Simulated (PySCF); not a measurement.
Identify the compound

Molecular formula: C₅H₈F₃NSi. Simulated spectra:

$^{1}$H NMR (400 MHz, computed): δ 7.05 (m, 1H), 5.05 (m, 1H), 2.94 (m, 1H), 2.89 (m, 1H), 2.83 (m, 1H), 2.82 (m, 1H), 0.70 (br s, 2H).

$^{13}$C{$^{1}$H} NMR (computed): δ 164.0, 157.1, 139.6, 36.1, 35.6.

- shielding tensors at PBE0/pcSseg-1 (GIAO)
- geometry from GFN2-xTB
- code: PySCF 2.14.0 with density-fitted response routines
- no solvent, averaged over atoms made equivalent by symmetry, fast rotation or ring inversion, single conformer, relativity neglected

References, each an isolated molecule treated in the same way: $^{1}$H (σ = 31.72 ppm) and $^{13}$C (σ = 186.93 ppm) against TMS.

Task: Which candidate is it?
A. C=N[SiH2][C@@H]1C[C@@H]1C(F)(F)F
B. C=C/N=C/[C@@H]([SiH3])C(F)(F)F
C. N[Si@H](C1=CCC1)C(F)(F)F

Result: C. 

Rings plus π bonds: 2 (1 ring in the answer). 5 carbon signals for 5 carbons: no two carbons are equivalent. Carbon types of the structure: 2 × C, 1 × CH, 2 × CH2, leaving 3 H on heteroatoms. δC 164.0: alkene CH; an sp2 carbon of a C=C bond. δC 157.1: fully substituted alkene carbon; as expected for a trigonal carbon in a double bond. δC 139.6: CF3 carbon; 3 electronegative neighbours deshield it. δC 36.1, 35.6: allylic sp3 CH2; saturated and bonded to C and H only. δH 2.94, 2.89, 2.83, 2.82: hydrogen on an allylic sp3 CH2; allylic position.

The others: C=N[SiH2][C@@H]1C[C@@H]1C(F)(F)F would give 8 signals for carbon-bound and other non-exchanging H, not 6; C=C/N=C/[C@@H]([SiH3])C(F)(F)F has carbons computed at 162.1, 153.1, 136.8, 126.7, 44.0, with a different DEPT pattern.

OH/NH shifts are gas-phase values; hydrogen bonding in solution moves them, usually downfield. Splittings by $^{19}$F in the carbon and heteronuclear signals aren't shown, as no couplings were computed. Shifts are as computed. Against solution values, carbons near 30 ppm lie about +3 ppm off and those near 130 ppm about +5 ppm. Of 1211 compounds with measured shifts, 218 miss one by over three times the rms of a fit or turn the order of signals round; such compounds aren't used in these exercises. No couplings were computed; multiplicities are counted from neighbouring protons, with m where these are inequivalent, close in shift, in a saturated or five-membered ring or joined by F or P, and br s for small geminal =CH2 splittings.
